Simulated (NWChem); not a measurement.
Species: C3H5ClO; SMILES COC(Cl)=C

```xyz
10

C     -1.6495    -0.8020    -0.2099
C     -0.5345    -0.2104     0.2125
Cl     0.9306    -1.1705     0.5508
O     -0.4422     1.1005     0.4936
C      0.5885     1.8465    -0.1668
H     -2.5223    -0.1934    -0.4190
H     -1.7121    -1.8759    -0.3245
H      0.4554     2.8804     0.1541
H      0.4787     1.7754    -1.2554
H      1.5803     1.4903     0.1288
```
Atoms are numbered in this order, from 1.

Level: B3LYP/6-31G* (spherical d) (NWChem), optimised geometry, unscaled harmonic frequencies. 

### Question
List the harmonic frequencies with IR intensities, and the thermochemistry.

### Answer
| frequency (cm⁻¹) | IR intensity (km/mol) |
|---|---|
| 87 | 6.2 |
| 172 | 2.8 |
| 258 | 4.8 |
| 387 | 0.9 |
| 449 | 0.4 |
| 598 | 9.0 |
| 623 | 67.7 |
| 740 | 3.5 |
| 858 | 51.3 |
| 905 | 32.5 |
| 1096 | 76.6 |
| 1173 | 154.1 |
| 1181 | 21.3 |
| 1239 | 127.6 |
| 1432 | 16.3 |
| 1500 | 2.9 |
| 1517 | 6.8 |
| 1531 | 14.6 |
| 1729 | 152.9 |
| 3052 | 41.5 |
| 3128 | 25.1 |
| 3174 | 18.0 |
| 3202 | 1.2 |
| 3300 | 1.0 |

```json
{
 "zero_point_energy": "47.6 kcal/mol",
 "thermal correction to the enthalpy at 298.15 K (with zero-point energy)": "51.9 kcal/mol",
 "heat capacity Cv": "19.5 cal/(mol K)",
 "entropy at 298.15 K and 1 atm (symmetry number 1)": "77.1 cal/(mol K)",
 "dipole_moment": "1.74 D"
}
```

Rigid rotor and harmonic oscillator; modes under 100 cm⁻¹ make the entropy uncertain.
